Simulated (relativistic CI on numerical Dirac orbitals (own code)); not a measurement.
# Radial parameters of Pt45+

These numbers are calculated, not measured: Dirac-Coulomb-Breit CI, orbitals from a KLI potential per configuration, QED by a radiative potential, unscaled Slater integrals (own radial code, finite nucleus).

Slater integrals F^k, G^k are unscaled and averaged over j, outside the closed core [Ar] 3d10; ζ comes from projecting the Hamiltonian with its Breit term on Σ l·s of the shell.

- 4s²4p³: F^2(4p,4p) = 268420, ζ(4p) = 683960 cm⁻¹; <r>(4p) = 0.3782, <r^2>(4p) = 0.162 (bohr units).
- 4s4p⁴: F^2(4p,4p) = 268380, G^1(4s,4p) = 351180, ζ(4p) = 683580 cm⁻¹; <r>(4s) = 0.3686, <r^2>(4s) = 0.1529, <r>(4p) = 0.3782, <r^2>(4p) = 0.1621 (bohr units).
- 4s²4p²4d: F^2(4p,4p) = 268350, ζ(4p) = 684750, F^2(4p,4d) = 265120, G^1(4p,4d) = 326070, G^3(4p,4d) = 209820, ζ(4d) = 86256 cm⁻¹; <r>(4p) = 0.3782, <r^2>(4p) = 0.1621, <r>(4d) = 0.3751, <r^2>(4d) = 0.1609 (bohr units).

Averages of the first 10 configurations, taken without configuration mixing, which lowers the lowest level and can move excited configurations by several eV; other configurations of the list can lie among them:

```tsv
Configuration	Parity	States	Average energy above the lowest level (eV)
4s²4p³	odd	20	130.1
4s4p⁴	even	30	330.5
4s²4p²4d	even	150	362.4
4p⁵	odd	6	542.9
4s4p³4d	odd	400	557.6
4s²4p²4f	odd	210	570.0
4s4p³4f	even	560	765.4
4p⁴4d	even	150	764.7
4s4p²4d²	even	1350	788.1
4s²4p4d4f	even	840	803.1
```
